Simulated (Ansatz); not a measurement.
Mulliken charges of C$_{2}$H$_{5}$BOSi, SMILES `BO[SiH2]C#C` from B3LYP/def2-TZVPP in Ansatz (PBE0-D4/def2-TZVP geometry).

| atom | x (Å) | y (Å) | z (Å) | charge (e) |
| --- | --- | --- | --- | --- |
| B1 | 0.661 | 0.917 | 1.907 | 0.064 |
| O2 | -0.238 | 0.206 | 1.197 | -0.311 |
| Si3 | -0.758 | 0.343 | -0.366 | 0.504 |
| C4 | -0.124 | -1.067 | -1.324 | -0.428 |
| C5 | 0.289 | -1.991 | -1.980 | 0.038 |
| H6 | 1.226 | 1.850 | 1.399 | 0.003 |
| H7 | 0.867 | 0.590 | 3.041 | 0.011 |
| H8 | -2.236 | 0.303 | -0.353 | -0.066 |
| H9 | -0.258 | 1.606 | -0.960 | -0.067 |
| H10 | 0.655 | -2.809 | -2.557 | 0.250 |

By hand: the dipole of these point charges (1 e Å = 4.8032 D).

Σ q r = (0.140, -0.269, -0.457) e Å, of length 0.548 e Å = 2.63 D.

How does the dipole of the full density compare? (An estimate is asked.)

Ansatz gave: (-0.002, -0.075, -0.258) e Å, 1.29 D; the point charges give 2.04 times that, at 21° from its direction.

Point charges leave out the atoms' own dipoles, such as those of lone pairs, and Mulliken's split depends on the basis, so the two needn't agree.

B3LYP here is the variant with VWN-RPA as its local correlation; programs differ in this.
